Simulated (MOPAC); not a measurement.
MOPAC input (MNDO):

```
MNDO PRECISE GNORM=0.05 LET XYZ UHF MS=0.5 GEO-OK AUX(PRECISION=9) THREADS=1
C2H7Si

C    -1.58595400 1    0.47098100 1    0.54841000 1
C    -0.70623700 1    0.15901600 1   -0.59416700 1
Si    1.04341300 1   -0.28742500 1    0.01011400 1
H    -2.09843000 1   -0.31697400 1    1.08200900 1
H    -1.60673800 1    1.46418200 1    0.97426300 1
H    -0.60419900 1    1.00748500 1   -1.27726200 1
H    -1.07352600 1   -0.69265200 1   -1.17441700 1
H     0.97663400 1   -1.46796700 1    0.90285200 1
H     1.61724800 1    0.85265900 1    0.76247200 1
H     1.93437500 1   -0.60276700 1   -1.13697400 1
```

From the output:

```
                                                       MOPAC v23.2.5 Linux

          FINAL HEAT OF FORMATION =          6.51476 KCAL/MOL =      27.25776 KJ/MOL

          COSMO AREA              =        112.89 SQUARE ANGSTROMS
          COSMO VOLUME            =        101.20 CUBIC ANGSTROMS

          GRADIENT NORM           =          0.02956          =       0.00935 PER ATOM
          IONIZATION POTENTIAL    =          9.034618 EV
          ALPHA SOMO LUMO (EV)    =         -9.035  2.510
          BETA  SOMO LUMO (EV)    =        -11.716  1.279
          NO. OF ALPHA ELECTRONS  =         10
          NO. OF BETA  ELECTRONS  =          9
          MOLECULAR WEIGHT        =         59.1628         POINT GROUP:  Cs

          MOLECULAR DIMENSIONS (Angstroms)

            Atom       Atom       Distance
            H    10    H     5     4.51579
            H     7    H     9     3.50024
            H     8    H     6     3.08701

          SCF CALCULATIONS        =         25

   ATOM   CHEMICAL          X               Y               Z
  NUMBER   SYMBOL      (ANGSTROMS)     (ANGSTROMS)     (ANGSTROMS)

     1       C         -1.55845504  *   0.46380505  *   0.55641448  *
     2       C         -0.64559383  *   0.14497166  *  -0.54922164  *
     3      Si          1.03010986  *  -0.28388381  *   0.00704761  *
     4       H         -2.16835289  *  -0.29890672  *   1.02467993  *
     5       H         -1.67828483  *   1.47806357  *   0.91683904  *
     6       H         -0.58632638  *   1.00770494  *  -1.24988470  *
     7       H         -1.05736974  *  -0.69899184  *  -1.14666532  *
     8       H          0.99706734  *  -1.39349233  *   0.82321761  *
     9       H          1.59420421  *   0.77006001  *   0.69223044  *
    10       H          1.81037674  *  -0.56591060  *  -1.09407432  *

                             CARTESIAN COORDINATES

   1    C       -1.558455043     0.463805045     0.556414479
   2    C       -0.645593826     0.144971656    -0.549221642
   3   Si        1.030109861    -0.283883808     0.007047609
   4    H       -2.168352891    -0.298906722     1.024679934
   5    H       -1.678284828     1.478063573     0.916839042
   6    H       -0.586326381     1.007704945    -1.249884698
   7    H       -1.057369744    -0.698991836    -1.146665321
   8    H        0.997067344    -1.393492333     0.823217607
   9    H        1.594204215     0.770060015     0.692230437
  10    H        1.810376739    -0.565910596    -1.094074316

           Empirical Formula: C2 H7 Si  =    10 atoms

      MOLECULAR POINT GROUP   :   Cs

          ALPHA EIGENVALUES
 -35.70487 -24.44166 -18.95181 -15.52511 -14.09588 -12.91960 -12.15785 -11.85981
 -11.82764  -9.03462   2.50996   2.53505   2.67150   3.36152   3.75452   4.51713
   4.94858   4.99372   5.98736

           BETA EIGENVALUES
 -35.02313 -23.49900 -18.88572 -15.35380 -13.86372 -12.81691 -11.84396 -11.82270
 -11.71608   1.27944   2.52987   2.58076   2.84681   3.36398   3.81155   4.74631
   5.33854   5.77316   6.25716

              NET ATOMIC CHARGES AND DIPOLE CONTRIBUTIONS

  ATOM NO.   TYPE          CHARGE      No. of ELECS.   s-Pop       p-Pop
    1          C          -0.128490        4.1285     1.26636     2.86213
    2          C          -0.372309        4.3723     1.25138     3.12093
    3         Si           1.509455        2.4905     1.00108     1.48946
    4          H           0.041632        0.9584     0.95837
    5          H           0.041631        0.9584     0.95837
    6          H           0.018704        0.9813     0.98130
    7          H           0.018705        0.9813     0.98129
    8          H          -0.374894        1.3749     1.37489
    9          H          -0.374895        1.3749     1.37490
   10          H          -0.379538        1.3795     1.37954
 DIPOLE           X         Y         Z       TOTAL
 POINT-CHG.     0.702    -0.186     0.128     0.737
 HYBRID        -0.652     0.165    -0.246     0.716
 SUM            0.050    -0.021    -0.118     0.130

          ATOMIC ORBITAL ELECTRON POPULATIONS

     Atom    s        px        py        pz
    1  C   1.26636   0.97618   0.92068   0.96527
    2  C   1.25138   1.17458   0.96897   0.97738
    3 Si   1.00108   0.51103   0.48960   0.48883
    4  H   0.95837
    5  H   0.95837
    6  H   0.98130
    7  H   0.98129
    8  H   1.37489
    9  H   1.37490
   10  H   1.37954

                    (SZ)    =    0.500000
                    (S**2)  =    0.759705

          ATOMIC ORBITAL SPIN POPULATIONS

    Atom   Total    s     px     py     pz
         Atomic
    1  C  1.1060  0.057  0.538  0.076  0.436
    2  C -0.0768 -0.005 -0.028 -0.012 -0.031
    3 Si  0.0391  0.006  0.026  0.003  0.004
    4  H -0.0530 -0.053
    5  H -0.0530 -0.053
    6  H  0.0203  0.020
    7  H  0.0204  0.020
    8  H -0.0014 -0.001
    9  H -0.0014 -0.001
   10  H -0.0002 -0.000

 **********************
 *                    *
 * JOB ENDED NORMALLY *
 *                    *
 **********************

 == MOPAC DONE ==
```

The geometry given is a B3LYP-D3(BJ)/def2-TZVP minimum.
